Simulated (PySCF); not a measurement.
## Electron correlation in Pt (platinum, neutral)

[Xe] 4f14 5d9 6p1, one real determinant (an excited configuration). Computed with PySCF 2.14 in aug-cc-pVTZ-PP with ECP60MDF (6s6p5d3f2g, 88 functions), with a scalar-relativistic core potential. Frozen: 5s2 5p6; 10 electrons correlated.

```json
{"level": "CCSD", "correlation energy (mhartree)": "-286.02"}
{"level": "(T)", "correlation energy (mhartree)": "-16.16"}
{"level": "CCSD(T)", "correlation energy (mhartree)": "-302.18"}
```

Diagnostics: T1 = 0.024, D1 = 0.1048, largest double amplitude 0.051.

Is a single reference adequate?

Yes, within this model without spin-orbit coupling: T1 lies below 0.03 and no double amplitude reaches 0.07.

The reference is one real determinant that mixes LS terms of this configuration.
